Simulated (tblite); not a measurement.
Q: Give a GFN2-xTB geometry of `C=CCNC(=O)[SiH3]`.

A: 
```xyz
16
C4H9NOSi angstrom
C     -3.095    0.462    0.609
C     -1.982   -0.200    0.353
C     -0.977    0.211   -0.676
N      0.364    0.249   -0.121
C      1.392   -0.475   -0.614
O      1.264   -1.203   -1.584
Si     3.097   -0.277    0.245
H     -3.355    1.359    0.071
H     -3.800    0.130    1.351
H     -1.733   -1.101    0.898
H     -1.238    1.189   -1.098
H     -0.937   -0.526   -1.485
H      0.508    0.827    0.691
H      2.859    0.108    1.642
H      3.810   -1.543    0.145
H      3.814    0.800   -0.438
```

Orientation and origin are arbitrary. Atoms count from 1 in this order. The 2 C–N bonds span 1.351 Å (N4–C5, drawn single) to 1.451 Å (C3–N4, drawn single), a spread of 0.100 Å. The C–C distances run from 1.320 Å (C1=C2, drawn double) to 1.496 Å (C2–C3, drawn single), a spread of 0.176 Å. Si7 (SiH3 silicon) is tetrahedral (angles from 107.6° to 111.9°). N4 (nitrogen bound to a carbonyl carbon) is planar (angles 123.3°, 119.5° and 117.1°, sum 360.0°, 0.01 Å off the plane of its three neighbours).

Bonds between heavy atoms (Å): C1=C2 1.320, C2–C3 1.496, C3–N4 1.451, N4–C5 1.351, C5=O6 1.220, C5–Si7 1.919.

Structure optimised with GFN2-xTB, isolated species.

Point group: C1 (no symmetry element, even within 0.4 Å). Its GFN2-xTB frequencies are all real (lowest 21 cm⁻¹). The numbers are those of one conformer (C1–C2–C3–N4 129°, C2–C3–N4–C5 122°, C3–N4–C5–O6 1°).

The run took 0.8 s of wall time on Arm Neoverse N1, one thread, shared host. This is the geometry optimisation.

These are computed values.
